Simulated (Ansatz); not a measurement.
```yaml
crystal:
  periodic: [false, false, false]
  atoms:
    - {symbol: C, position_ang: [-1.217136, -0.074010, 1.033613]}
    - {symbol: S, position_ang: [0.035079, 1.237888, 0.843418]}
    - {symbol: Sn, position_ang: [1.267965, 0.279979, -0.914400]}
    - {symbol: F, position_ang: [1.769836, -1.484856, -0.377120]}
    - {symbol: F, position_ang: [0.043053, -0.131938, -2.323356]}
    - {symbol: H, position_ang: [-1.802056, -0.190606, 0.123198]}
    - {symbol: H, position_ang: [-0.754168, -1.018059, 1.314694]}
    - {symbol: H, position_ang: [-1.869913, 0.259942, 1.839582]}
    - {symbol: H, position_ang: [2.615840, 1.075357, -1.556729]}
basis:
  gaussian: {orbitals: def2-mTZVPP}
hamiltonian: {xc: {name: B2GP-PLYP}}
scf: {lower_state_search: off}
```

```sh
$ ansatz run in.yaml --threads 2 --pin off --events-out ev --progress --plain --max-ram 32768MiB --backend cpu
```

It prints (some lines left out):

```
Functional definition: B2GP-PLYP
1460 factors; integrals over basis functions are off by at most 9.0e-4 eV
mean field evaluation 1: about -23173.3733 eV, gradient 5.2e1 eV
mean field evaluation 2: about -23173.4101 eV, gradient 5.2e1 eV
mean field evaluation 4: about -23178.0224 eV, gradient 3.1e0 eV
mean field evaluation 8: about -23178.0525 eV, gradient 3.2e-1 eV
mean field evaluation 16: about -23178.0528 eV, gradient 9.5e-5 eV
mean field -23178.05276900 eV, -851.7777286124 hartree, gradient 2.0e-6 eV, S^2 0.000000; 0 other end points of the search recorded, 0 dependent functions left out
12 core orbitals not correlated: weight in the atoms' cores, before any rotation towards them, 1.000 or more for the frozen orbitals, at most 0.000 for the correlated occupied ones
reference -23178.05289178 eV, -851.7777331245 hartree; 21, 21 occupied and 117, 117 virtual orbitals, 1460 factors
second order -27.82345727 eV of doubles, -0.00000000 eV of singles
Total energy: -23188.06933640 eV, -852.1458306748 hartree
Checks for a lower state left out: stability, starts, cluster_reference, orbital_swaps, neighbouring_geometries, increment
```

Run time 2.8 s (2 threads of an AMD EPYC 7R13 on a shared host); peak host memory 0.48 GiB.
